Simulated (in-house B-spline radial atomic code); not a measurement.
Ionising Sn VIII (Sn7+) with different functionals

Computed with a B-spline radial code for spherical atoms: non-relativistic Hamiltonian, point nucleus, spin-polarised at highest spin, spherical fractional occupations for the functionals, the average over the highest-spin determinants for Hartree-Fock. The ionisation energy is the difference of two self-consistent energies, [Kr] 4d7 → [Kr] 4d6, without Breit or QED terms; ε is the level of the shell that loses the electron (its least bound occupied spin orbital). There is no spin-orbit coupling in this Hamiltonian.

Hybrids are left out here: with spherical fractional occupations of an open shell their exact exchange keeps a self-interaction that integer-occupation calculations don't have.

```csv
method,rung,ΔSCF (eV),-ε(4d) (eV)
Hartree-Fock,Hartree-Fock,135.30,136.65
LDA VWN5,LDA,137.58,127.08
LDA PW92,LDA,137.57,127.08
LDA exchange-only,LDA,135.26,124.84
PBE,GGA,137.23,126.77
PBEsol,GGA,137.22,126.75
BLYP,GGA,137.03,126.56
RPBE,GGA,137.17,126.71
PW91,GGA,137.35,126.89
BP86,GGA,137.35,126.87
AM05,GGA,137.30,126.82
OLYP,GGA,137.64,127.17
TPSS,meta-GGA,?,?
SCAN,meta-GGA,136.86,126.59
r2SCAN,meta-GGA,136.87,126.62
M06-L,meta-GGA,?,?
revTPSS,meta-GGA,137.00,126.57
```

Question: What does M06-L give?

Answer: ΔSCF 137.07 eV, and -ε(4d) = 126.75 eV.

Question: What does TPSS give?

Answer: ΔSCF 137.07 eV, and -ε(4d) = 126.65 eV.

Question: How do they compare with the NIST value?

Answer: NIST lists 135 eV ± 2.1 (tabulated theory, ground level to ground level). Errors run from +0.26 to +2.64 eV; all lie within about twice that uncertainty, so the table can't rank the methods. Hartree-Fock also lacks correlation.
